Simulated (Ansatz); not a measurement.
Ansatz (a program for electronic structure) input (B3LYP-D3(BJ)/def2-TZVP):

Ansatz 0.2 input:
```yaml
crystal:
  periodic: [false, false, false]
  atoms:
    - {symbol: Si, position_ang: [-0.35674744, -0.36021936, -0.21091969]}
    - {symbol: F, position_ang: [0.25322413, -1.15757560, -1.53753861]}
    - {symbol: F, position_ang: [-0.85961106, -1.66981499, 0.62757389]}
    - {symbol: N, position_ang: [-1.58771642, 0.71510521, -0.33927438]}
    - {symbol: N, position_ang: [1.20051039, -0.05071616, 0.59117800]}
    - {symbol: H, position_ang: [-1.41108370, 1.57420930, -0.84642789]}
    - {symbol: H, position_ang: [1.07057693, 0.22406507, 1.55419934]}
    - {symbol: H, position_ang: [1.72814950, 0.68233874, 0.13846952]}
basis:
  gaussian:
    orbitals: def2-TZVP
hamiltonian:
  xc: b3lyp
  dispersion: d3bj
total_charge: -1
relax: {f_tol: 0.002, max_steps: 150}
```

Output:

```
Functional definition: B3LYP
integrals: 0.09 GiB planned
1015 factors; their error is unknown
0.23 GiB of the device are held for the grids
0.90 GiB of device memory are held for the factors and their scratch space
mean field: 0.68 GiB planned
mean field evaluation 1: about -16339.6899 eV, gradient 7.6e1 eV
mean field evaluation 2: about -16299.2759 eV, gradient 1.3e2 eV
mean field evaluation 4: about -16350.3361 eV, gradient 1.2e1 eV
mean field evaluation 8: about -16350.6066 eV, gradient 2.8e-1 eV
mean field evaluation 16: about -16350.6497 eV, gradient 2.1e-4 eV
mean field -16350.64965178 eV, -600.8752918344 hartree, gradient 1.0e-5 eV, S^2 0.000000; 0 other end points of the search recorded, 0 dependent functions left out
the calculation of the forces begins
reference -16350.64990098 eV, -600.8753009923 hartree; 25, 25 occupied and 154, 154 virtual orbitals, 1015 factors
relax step   1: F+E_penalty+E_count = -16350.90257387 eV  Δ(F+E_penalty+E_count) = +0.000e0 eV  max|allowed force component| = 5.217e-1 eV/Å  Δτ_max = 0.0000 Å  (29 SCF iters, accepted)
these checks for a lower state are left out or cut short: starts, cluster_reference, orbital_swaps, neighbouring_geometries, increment
integrals: 0.09 GiB planned
1015 factors; their error is unknown
0.23 GiB of the device are held for the grids
0.90 GiB of device memory are held for the factors and their scratch space
mean field: 0.68 GiB planned
mean field -16350.67878321 eV, -600.8763623949 hartree, gradient 1.5e-5 eV, S^2 0.000000; 0 other end points of the search recorded, 0 dependent functions left out
the calculation of the forces begins
reference -16350.67903287 eV, -600.8763715695 hartree; 25, 25 occupied and 154, 154 virtual orbitals, 1015 factors
relax step   2: F+E_penalty+E_count = -16350.93244349 eV  Δ(F+E_penalty+E_count) = -2.987e-2 eV  max|allowed force component| = 3.043e-1 eV/Å  Δτ_max = 0.0427 Å  (31 SCF iters, accepted)
these checks for a lower state are left out or cut short: starts, cluster_reference, orbital_swaps, neighbouring_geometries, increment
integrals: 0.09 GiB planned
1015 factors; their error is unknown
0.23 GiB of the device are held for the grids
0.91 GiB of device memory are held for the factors and their scratch space
mean field: 0.68 GiB planned
mean field evaluation 32: about -16350.6926 eV, gradient 1.9e-5 eV
mean field -16350.69255697 eV, -600.8768685713 hartree, gradient 1.9e-5 eV, S^2 0.000000; 0 other end points of the search recorded, 0 dependent functions left out
the calculation of the forces begins
reference -16350.69280724 eV, -600.8768777683 hartree; 25, 25 occupied and 154, 154 virtual orbitals, 1015 factors
relax step   3: F+E_penalty+E_count = -16350.94725930 eV  Δ(F+E_penalty+E_count) = -1.482e-2 eV  max|allowed force component| = 1.581e-1 eV/Å  Δτ_max = 0.0742 Å  (30 SCF iters, accepted)
these checks for a lower state are left out or cut short: starts, cluster_reference, orbital_swaps, neighbouring_geometries, increment
integrals: 0.09 GiB planned
1015 factors; their error is unknown
0.23 GiB of the device are held for the grids
0.91 GiB of device memory are held for the factors and their scratch space
mean field: 0.68 GiB planned
mean field -16350.69914266 eV, -600.8771105910 hartree, gradient 1.5e-5 eV, S^2 0.000000; 0 other end points of the search recorded, 0 dependent functions left out
the calculation of the forces begins
reference -16350.69939331 eV, -600.8771198020 hartree; 25, 25 occupied and 154, 154 virtual orbitals, 1015 factors
relax step   4: F+E_penalty+E_count = -16350.95300160 eV  Δ(F+E_penalty+E_count) = -5.742e-3 eV  max|allowed force component| = 3.289e-1 eV/Å  Δτ_max = 0.0934 Å  (30 SCF iters, accepted)
these checks for a lower state are left out or cut short: starts, cluster_reference, orbital_swaps, neighbouring_geometries, increment
integrals: 0.09 GiB planned
1015 factors; their error is unknown
[...]
reference -16350.75728567 eV, -600.8792473071 hartree; 25, 25 occupied and 154, 154 virtual orbitals, 1015 factors
relax step  11: F+E_penalty+E_count = -16351.01244486 eV  Δ(F+E_penalty+E_count) = -9.588e-3 eV  max|allowed force component| = 9.247e-2 eV/Å  Δτ_max = 0.0484 Å  (31 SCF iters, accepted)
these checks for a lower state are left out or cut short: starts, cluster_reference, orbital_swaps, neighbouring_geometries, increment
integrals: 0.09 GiB planned
1015 factors; their error is unknown
0.23 GiB of the device are held for the grids
0.90 GiB of device memory are held for the factors and their scratch space
mean field: 0.68 GiB planned
mean field evaluation 96: about -16350.7610 eV, gradient 1.8e-5 eV
mean field -16350.76101493 eV, -600.8793843548 hartree, gradient 1.8e-5 eV, S^2 0.000000; 0 other end points of the search recorded, 0 dependent functions left out
the calculation of the forces begins
reference -16350.76126422 eV, -600.8793935162 hartree; 25, 25 occupied and 154, 154 virtual orbitals, 1015 factors
relax step  12: F+E_penalty+E_count = -16351.01570035 eV  Δ(F+E_penalty+E_count) = -3.255e-3 eV  max|allowed force component| = 2.942e-1 eV/Å  Δτ_max = 0.0999 Å  (30 SCF iters, accepted)
these checks for a lower state are left out or cut short: starts, cluster_reference, orbital_swaps, neighbouring_geometries, increment
integrals: 0.09 GiB planned
1015 factors; their error is unknown
0.23 GiB of the device are held for the grids
0.90 GiB of device memory are held for the factors and their scratch space
mean field: 0.68 GiB planned
mean field -16350.76167751 eV, -600.8794087043 hartree, gradient 9.7e-6 eV, S^2 0.000000; 0 other end points of the search recorded, 0 dependent functions left out
the calculation of the forces begins
reference -16350.76192643 eV, -600.8794178519 hartree; 25, 25 occupied and 154, 154 virtual orbitals, 1015 factors
relax step  13: F+E_penalty+E_count = -16351.01657816 eV  Δ(F+E_penalty+E_count) = -8.778e-4 eV  max|allowed force component| = 4.164e-1 eV/Å  Δτ_max = 0.1500 Å  (31 SCF iters, accepted)
these checks for a lower state are left out or cut short: starts, cluster_reference, orbital_swaps, neighbouring_geometries, increment
integrals: 0.09 GiB planned
1015 factors; their error is unknown
0.23 GiB of the device are held for the grids
0.90 GiB of device memory are held for the factors and their scratch space
mean field: 0.68 GiB planned
mean field -16350.76704910 eV, -600.8796061063 hartree, gradient 1.7e-5 eV, S^2 0.000000; 0 other end points of the search recorded, 0 dependent functions left out
the calculation of the forces begins
reference -16350.76729763 eV, -600.8796152398 hartree; 25, 25 occupied and 154, 154 virtual orbitals, 1015 factors
relax step  14: F+E_penalty+E_count = -16351.02182020 eV  Δ(F+E_penalty+E_count) = -5.242e-3 eV  max|allowed force component| = 9.942e-2 eV/Å  Δτ_max = 0.0207 Å  (31 SCF iters, accepted)
these checks for a lower state are left out or cut short: starts, cluster_reference, orbital_swaps, neighbouring_geometries, increment
integrals: 0.09 GiB planned
1015 factors; their error is unknown
0.23 GiB of the device are held for the grids
0.90 GiB of device memory are held for the factors and their scratch space
mean field: 0.68 GiB planned
mean field -16350.76758959 eV, -600.8796259690 hartree, gradient 1.7e-5 eV, S^2 0.000000; 0 other end points of the search recorded, 0 dependent functions left out
the calculation of the forces begins
reference -16350.76783828 eV, -600.8796351081 hartree; 25, 25 occupied and 154, 154 virtual orbitals, 1015 factors
relax step  15: F+E_penalty+E_count = -16351.02226438 eV  Δ(F+E_penalty+E_count) = -4.442e-4 eV  max|allowed force component| = 5.865e-2 eV/Å  Δτ_max = 0.0245 Å  (32 SCF iters, accepted)
these checks for a lower state are left out or cut short: starts, cluster_reference, orbital_swaps, neighbouring_geometries, increment
integrals: 0.09 GiB planned
1015 factors; their error is unknown
0.23 GiB of the device are held for the grids
0.90 GiB of device memory are held for the factors and their scratch space
mean field: 0.68 GiB planned
mean field -16350.76800324 eV, -600.8796411704 hartree, gradient 1.7e-5 eV, S^2 0.000000; 0 other end points of the search recorded, 0 dependent functions left out
the calculation of the forces begins
reference -16350.76825193 eV, -600.8796503097 hartree; 25, 25 occupied and 154, 154 virtual orbitals, 1015 factors
relax step  16: F+E_penalty+E_count = -16351.02260975 eV  Δ(F+E_penalty+E_count) = -3.454e-4 eV  max|allowed force component| = 1.629e-2 eV/Å  Δτ_max = 0.0083 Å  (33 SCF iters, accepted)
these checks for a lower state are left out or cut short: starts, cluster_reference, orbital_swaps, neighbouring_geometries, increment
integrals: 0.09 GiB planned
1015 factors; their error is unknown
0.23 GiB of the device are held for the grids
0.90 GiB of device memory are held for the factors and their scratch space
mean field: 0.68 GiB planned
mean field evaluation 128: about -16350.7680 eV, gradient 6.5e-5 eV
mean field -16350.76802891 eV, -600.8796421138 hartree, gradient 1.7e-5 eV, S^2 0.000000; 0 other end points of the search recorded, 0 dependent functions left out
the calculation of the forces begins
reference -16350.76827764 eV, -600.8796512545 hartree; 25, 25 occupied and 154, 154 virtual orbitals, 1015 factors
relax step  17: F+E_penalty+E_count = -16351.02264545 eV  Δ(F+E_penalty+E_count) = -3.569e-5 eV  max|allowed force component| = 1.571e-2 eV/Å  Δτ_max = 0.0077 Å  (33 SCF iters, accepted)
these checks for a lower state are left out or cut short: starts, cluster_reference, orbital_swaps, neighbouring_geometries, increment
integrals: 0.09 GiB planned
1015 factors; their error is unknown
0.23 GiB of the device are held for the grids
0.90 GiB of device memory are held for the factors and their scratch space
mean field: 0.68 GiB planned
mean field -16350.76806102 eV, -600.8796432940 hartree, gradient 1.7e-5 eV, S^2 0.000000; 0 other end points of the search recorded, 0 dependent functions left out
the calculation of the forces begins
reference -16350.76830971 eV, -600.8796524329 hartree; 25, 25 occupied and 154, 154 virtual orbitals, 1015 factors
relax step  18: F+E_penalty+E_count = -16351.02267900 eV  Δ(F+E_penalty+E_count) = -3.355e-5 eV  max|allowed force component| = 5.418e-3 eV/Å  Δτ_max = 0.0066 Å  (34 SCF iters, accepted)
these checks for a lower state are left out or cut short: starts, cluster_reference, orbital_swaps, neighbouring_geometries, increment
integrals: 0.09 GiB planned
1015 factors; their error is unknown
0.23 GiB of the device are held for the grids
0.90 GiB of device memory are held for the factors and their scratch space
mean field: 0.68 GiB planned
mean field -16350.76807734 eV, -600.8796438937 hartree, gradient 1.1e-5 eV, S^2 0.000000; 0 other end points of the search recorded, 0 dependent functions left out
the calculation of the forces begins
reference -16350.76832602 eV, -600.8796530322 hartree; 25, 25 occupied and 154, 154 virtual orbitals, 1015 factors
relax step  19: F+E_penalty+E_count = -16351.02268200 eV  Δ(F+E_penalty+E_count) = -2.996e-6 eV  max|allowed force component| = 4.441e-3 eV/Å  Δτ_max = 0.0020 Å  (24 SCF iters, accepted)
these checks for a lower state are left out or cut short: starts, cluster_reference, orbital_swaps, neighbouring_geometries, increment
integrals: 0.09 GiB planned
1015 factors; their error is unknown
0.23 GiB of the device are held for the grids
0.90 GiB of device memory are held for the factors and their scratch space
mean field: 0.68 GiB planned
mean field -16350.76807575 eV, -600.8796438352 hartree, gradient 1.8e-5 eV, S^2 0.000000; 0 other end points of the search recorded, 0 dependent functions left out
the calculation of the forces begins
reference -16350.76832442 eV, -600.8796529738 hartree; 25, 25 occupied and 154, 154 virtual orbitals, 1015 factors
relax step  20: F+E_penalty+E_count = -16351.02268253 eV  Δ(F+E_penalty+E_count) = -5.321e-7 eV  max|allowed force component| = 8.213e-4 eV/Å  Δτ_max = 0.0006 Å  (22 SCF iters, accepted)
integrals: 0.09 GiB planned
1015 factors; their error is unknown
0.23 GiB of the device are held for the grids
0.90 GiB of device memory are held for the factors and their scratch space
mean field: 0.68 GiB planned
mean field evaluation 160: about -16350.7234 eV, gradient 5.4e-2 eV
mean field -16350.76807575 eV, -600.8796438352 hartree, gradient 1.7e-5 eV, S^2 0.000000; 1 other end points of the search recorded, 0 dependent functions left out
the calculation of the forces begins
reference -16350.76832442 eV, -600.8796529738 hartree; 25, 25 occupied and 154, 154 virtual orbitals, 1015 factors
Total energy: -16351.02293120 eV, -600.8890096003 hartree
Atom 0 at    -0.376311    -0.384305    -0.190176 Å, force     0.000821     0.000347    -0.000542 eV/Å
Atom 1 at     0.343249    -0.897585    -1.588483 Å, force    -0.000024    -0.000095     0.000099 eV/Å
Atom 2 at    -0.813818    -1.842106     0.395023 Å, force    -0.000135    -0.000052    -0.000004 eV/Å
Atom 3 at    -1.651943     0.623083    -0.229181 Å, force    -0.000649    -0.000045     0.000380 eV/Å
Atom 4 at     1.051299     0.049874     0.744840 Å, force    -0.000797     0.000111     0.000232 eV/Å
Atom 5 at    -1.490916     1.553490    -0.597435 Å, force     0.000410    -0.000284     0.000011 eV/Å
Atom 6 at     1.024710     0.985011     1.121135 Å, force     0.000263     0.000147     0.000029 eV/Å
Atom 7 at     1.951032    -0.130069     0.321537 Å, force     0.000110    -0.000129    -0.000206 eV/Å
Dipole moment:     0.871255     0.094598    -0.032190 e Å
```

It need not be the lowest isomer of its formula. Whether it binds its extra electron was not tested at this geometry.
